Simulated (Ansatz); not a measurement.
Diatomic PtCl, multiplicity 2 (lowest of 2S+1 = 2, 4 at PBE0/def2-TZVPP; our sources give no spin for the ground state, which may be another). No spin–orbit coupling.

The constants come from a fifth-degree fit in 1/R (seven points, main isotopes). Runs in def2 and cc sets follow the lowest solution found near the PBE0 minimum.

Run with Ansatz (an electronic-structure program). Each number belongs to the level named beside it. In def2 rows elements past Kr take small-core potentials, without spin–orbit coupling.

Energies at r2SCAN/def2-TZVPP:

| R (Å) | E (hartree) |
|---|---|
| 2.018850 | -579.54805974 |
| 2.073120 | -579.55232923 |
| 2.123049 | -579.55385140 |
| 2.179490 | -579.55344682 |
| 2.235931 | -579.55134047 |
| 2.301055 | -579.54738270 |
| 2.377033 | -579.54136350 |

With a reduced mass of 29.6507 u, find the minimum, the force constant and the constants.

A fifth-degree polynomial in 1/R puts the minimum at r_e = 2.1393 Å with force constant 286 N/m. Then ω_e = (1/2πc)√(k/μ) = 404 cm⁻¹ and B_e = h/(8π²cμr_e²) = 0.1242 cm⁻¹; the cubic and quartic terms give α_e = 0.00061 and ω_e x_e = 1.6 cm⁻¹.
